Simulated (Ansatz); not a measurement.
Gas-phase electronic energies from Ansatz, PBE0-D4/def2-TZVP geometries. CBS: MP2 limit from def2 TZ/QZ plus the TZ coupled-cluster correction, frozen cores. Functionals use def2-TZVPP. B3LYP here is the variant with VWN-RPA as its local correlation; programs differ in this. Open shells (•) are unrestricted, without spin–orbit coupling. Elements past krypton have def2 core potentials. For Ga, In outer-core shells are correlated without core-valence functions, which leaves a few kJ/mol of doubt a bond. Scalar relativity is left out up to krypton. Each species was taken in one conformer, which may not be the lowest.

Consider the homolysis of the Ga–In bond: `[CH3][In]([OH])[GaH2]` → `[GaH2]`• + `[CH3][In][OH]`•.

`[CH3][In]([OH])[GaH2]`:

Z-matrix (Å, degrees):
```
C
In 1 2.148
H 1 1.090 2 108.3
H 1 1.091 2 110.9 3 -120.2
H 1 1.091 2 110.5 3 119.8
O 2 2.008 1 106.3 3 -2.8
Ga 2 2.622 1 136.8 3 177.3
H 6 0.959 2 115.0 1 180.0
H 7 1.577 2 121.6 1 89.7
H 7 1.577 2 121.6 1 -90.3
```

`[GaH2]`•:

Z-matrix (Å, degrees):
```
Ga
H 1 1.593
H 1 1.593 2 120.6
```

`[CH3][In][OH]`•:

Z-matrix (Å, degrees):
```
C
In 1 2.203
H 1 1.089 2 109.1
H 1 1.089 2 109.4 3 120.5
H 1 1.090 2 106.0 3 -119.6
O 2 2.013 1 110.9 3 116.4
H 6 0.960 2 115.5 1 -179.9
```

```tsv
level	ΔE (kJ/mol)
B3LYP-D4	224.0
CCSD/def2-SVP	232.7
```

What does CCSD(T)/CBS give? (Best estimate.)

Ansatz gave: +262.7 kJ/mol. The listed levels differ from it by -38.7, -30.0 kJ/mol.

Largest T1 diagnostic among the species: 0.019.

From PBE to PBE0 (25 % exact exchange), in def2-TZVPP and without D4, ΔE moves by +6.1 kJ/mol. Leaving LDA and LC-ωPBE aside and taking each functional with its dispersion term where it has one, the values, not all of them listed here, spread over 40.3 kJ/mol, from BLYP-D4 to ωB97X-V. LDA lies +44.9 kJ/mol from PBE without D4, its usual overbinding.
